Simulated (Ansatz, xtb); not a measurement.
## Two isomers of C5H3BrOSe

We compare X, `O=Cc1c[se]c(Br)c1`, a singlet, with Y, `O=c1cc[se]cc1Br`, a singlet. Both are isolated molecules in the gas phase, relaxed with B3LYP/def2-SVP; the shapes shown needn't be the lowest conformers.

X (Å):

```yaml
atoms:
  - { symbol: C, position_ang: [1.6042, 1.2912, 0.4290] }
  - { symbol: C, position_ang: [0.7530, 1.2143, -0.7806] }
  - { symbol: C, position_ang: [-0.2115, 0.2435, -0.9336] }
  - { symbol: C, position_ang: [-0.0073, 1.8988, -2.9020] }
  - { symbol: C, position_ang: [0.8654, 2.1368, -1.8792] }
  - { symbol: Br, position_ang: [-0.1645, 2.8800, -4.4994] }
  - { symbol: O, position_ang: [1.5340, 0.5313, 1.3676] }
  - { symbol: Se, position_ang: [-1.1098, 0.4073, -2.5503] }
  - { symbol: H, position_ang: [2.3471, 2.1309, 0.4195] }
  - { symbol: H, position_ang: [-0.4421, -0.5387, -0.2106] }
  - { symbol: H, position_ang: [1.5863, 2.9569, -1.8950] }
```

Y (Å):

```yaml
atoms:
  - { symbol: C, position_ang: [0.6541, -0.6817, -0.5026] }
  - { symbol: C, position_ang: [0.2753, -0.9676, -1.9002] }
  - { symbol: C, position_ang: [0.3737, -0.1523, -2.9714] }
  - { symbol: C, position_ang: [1.4216, 1.6698, -1.0975] }
  - { symbol: C, position_ang: [1.2173, 0.6684, -0.2119] }
  - { symbol: Br, position_ang: [1.6820, 0.9650, 1.6104] }
  - { symbol: O, position_ang: [0.5071, -1.5240, 0.3681] }
  - { symbol: Se, position_ang: [1.0389, 1.5991, -2.9335] }
  - { symbol: H, position_ang: [-0.1298, -1.9749, -2.0386] }
  - { symbol: H, position_ang: [0.0580, -0.4789, -3.9663] }
  - { symbol: H, position_ang: [1.8426, 2.6261, -0.7786] }
```

Quicker runs give these differences E(Y) − E(X): GFN2-xTB +0.2 kcal/mol; HF/STO-3G +6.0 kcal/mol (at GFN2-xTB geometries); r2SCAN-D4/def2-SVP +0.4 kcal/mol (at GFN2-xTB geometries).

**Question.** Estimate E(Y) − E(X) at the level CCSD(T)/def2-SVP + ΔMP2/def2-TZVPP.

**Answer.** Calculated at CCSD(T)/def2-SVP + ΔMP2/def2-TZVPP: E(Y) − E(X) = +2.7 kcal/mol, so structure X lies lower.

How the difference moves with the method:

```tsv
level	geometry	E(Y) − E(X) (kcal/mol)	departure from the last row (kcal/mol)	job, with rough time for the two
GFN2-xTB	GFN2-xTB	+0.2	−2.5	optimisation, 0.19 s
HF/STO-3G	GFN2-xTB	+6.0	+3.3	single point, 1.1 s
r2SCAN-D4/def2-SVP	GFN2-xTB	+0.4	−2.4	single point, 6.2 s
B3LYP/def2-SVP	B3LYP/def2-SVP	+1.2	−1.5	optimisation, 49 s
HF/def2-SVP	B3LYP/def2-SVP	+2.2	−0.5	part of the CCSD(T) run
MP2/def2-SVP	B3LYP/def2-SVP	+6.6	+3.9	part of the CCSD(T) run
CCSD(T)/def2-SVP	B3LYP/def2-SVP	+3.7	+1.0	single point
CCSD(T)/def2-SVP + ΔMP2/def2-TZVPP	B3LYP/def2-SVP	+2.7		single point, 3.9 min
```

As drawn, Y has 1 C–C, 2 C=C, 2 C–Se in place of 3 C∷C, 2 C∷Se (∷ is an aromatic bond). Structure X has a 5-membered ring (with an aromatic ring), Y a 6-membered ring.

GFN2-xTB, r2SCAN-D4/def2-SVP find them nearly level. The largest departure from CCSD(T)/def2-SVP + ΔMP2/def2-TZVPP is that of MP2/def2-SVP, 3.9 kcal/mol. The last row adds to CCSD(T) the change of the MP2 difference between the two basis sets, here −1.0 kcal/mol.

With thermal terms from frequencies at re-optimised GFN2-xTB minima (ideal gas, soft modes damped towards free rotors, one conformer each, 298.15 K, 1 atm): on the last row, ΔE + ΔZPE = +3.0, ΔH = +2.8, ΔG = +3.3 kcal/mol.

The correlated steps freeze 24 core orbitals; the filled d shell of Br and Se is correlated, in a basis made for valence electrons. Programs: Ansatz 0.2.0, xtb 6.7.1; the last row on 4 threads of Arm Neoverse V1 on a shared host.
